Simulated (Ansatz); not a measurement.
Br2H4HfN2, SMILES `[NH2][Hf]([NH2])([Br])[Br]`, one more setting.

```yaml
crystal:
  periodic: [false, false, false]
  atoms:
    - {symbol: N, position_ang: [1.390992, 0.912973, -0.278889]}
    - {symbol: Hf, position_ang: [-0.502550, 0.260036, -0.335801]}
    - {symbol: N, position_ang: [-0.527326, -1.356925, 0.854140]}
    - {symbol: Br, position_ang: [-1.100528, -0.437233, -2.680459]}
    - {symbol: Br, position_ang: [-2.042607, 2.006525, 0.622890]}
    - {symbol: H, position_ang: [2.116168, 0.660260, -0.937011]}
    - {symbol: H, position_ang: [1.749436, 1.613649, 0.356120]}
    - {symbol: H, position_ang: [0.260826, -1.735847, 1.358414]}
    - {symbol: H, position_ang: [-1.344411, -1.923428, 1.040598]}
basis:
  gaussian: {orbitals: def2-TZVP, fitting: {mean_field: def2-universal-jkfit}, point_charges: [{charge: 2.00, position_ang: [4.960, -0.206, -0.133]}]}
magnetization: {spin_polarized: true, initial_magnetization: 2}
hamiltonian: {xc: {name: rPW86-PBE}}
output: {forces: true}
```

```sh
$ ansatz run in.yaml --threads 8 --pin off --events-out ev --progress --plain --max-ram 18278MiB
```

Output, abridged:

```
Functional definition: rPW86-PBE
985 factors; integrals over basis functions are off by at most 4.0e-1 eV
mean field evaluation 1: about -144470.9858 eV, gradient 8.9e1 eV
mean field evaluation 2: about -144160.2066 eV, gradient 2.1e2 eV
mean field evaluation 4: about -144477.1102 eV, gradient 6.8e1 eV
mean field evaluation 8: about -144503.7957 eV, gradient 9.6e0 eV
mean field evaluation 16: about -144504.3592 eV, gradient 3.5e0 eV
mean field evaluation 32: about -144501.9583 eV, gradient 1.2e1 eV
mean field evaluation 64: about -144504.3866 eV, gradient 3.2e0 eV
mean field evaluation 96: about -144503.5881 eV, gradient 1.7e-1 eV
mean field -144504.45786938 eV, -5310.4408780603 hartree, gradient 1.7e-5 eV, S^2 2.004595; 10 other end points of the search recorded, 0 dependent functions left out
reference -144504.45800067 eV, -5310.4408828851 hartree; 51, 49 occupied and 171, 173 virtual orbitals, 985 factors
Total energy: -144504.45800067 eV, -5310.4408828851 hartree
Atom 0 at     1.390992     0.912973    -0.278889 Å, force    -0.801362     0.298202     0.321530 eV/Å
Atom 1 at    -0.502550     0.260036    -0.335801 Å, force    -0.402164     1.595362    -0.885170 eV/Å
Atom 2 at    -0.527326    -1.356925     0.854140 Å, force    -0.025983    -0.910391     0.739295 eV/Å
Atom 3 at    -1.100528    -0.437233    -2.680459 Å, force     0.023411    -0.126141    -0.492687 eV/Å
Atom 4 at    -2.042607     2.006525     0.622890 Å, force    -0.326258     0.111932     0.150670 eV/Å
Atom 5 at     2.116168     0.660260    -0.937011 Å, force     3.704568    -1.403814     0.661032 eV/Å
Atom 6 at     1.749436     1.613649     0.356120 Å, force     0.023474     0.333231     0.090126 eV/Å
Atom 7 at     0.260826    -1.735847     1.358414 Å, force     0.332818    -0.368390     0.242709 eV/Å
Atom 8 at    -1.344411    -1.923428     1.040598 Å, force    -0.427161    -0.292504     0.215327 eV/Å
Dipole moment:    -2.523558    -0.463579     0.740382 e Å
```

It took 31 s on 8 threads of an Arm Neoverse V1 on a shared host, with 0.81 GiB of host memory at the peak.
